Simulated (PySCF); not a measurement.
## Correlation energy of Co (cobalt, neutral)

[Ar] 3d8 4s1, high-spin 4F determinant (an excited configuration). All numbers are calculated (PySCF 2.14, the spin-free X2C one-electron Hamiltonian (Gaussian nucleus), in aug-cc-pwCVTZ-DK (10s9p7d4f3g, 127 functions)). Frozen: [Ne]; 17 electrons correlated.

MP2 pair energies summed by pair of shells (mhartree):

```tsv
pair	energy	share (%)
3d-3d	-315.23	39.4
3p-3d	-271.39	33.9
3p-3p	-79.61	10.0
3s-3d	-56.74	7.1
3s-3p	-40.68	5.1
3d-4s	-25.29	3.2
3s-3s	-5.80	0.7
3p-4s	-4.72	0.6
3s-4s	-0.47	0.1
```

Total MP2 correlation energy: -799.93 mhartree.

Same-spin part -261.23 and opposite-spin part -538.70 mhartree; SCS-MP2 scales them by 1/3 and 6/5 to -733.52 mhartree.
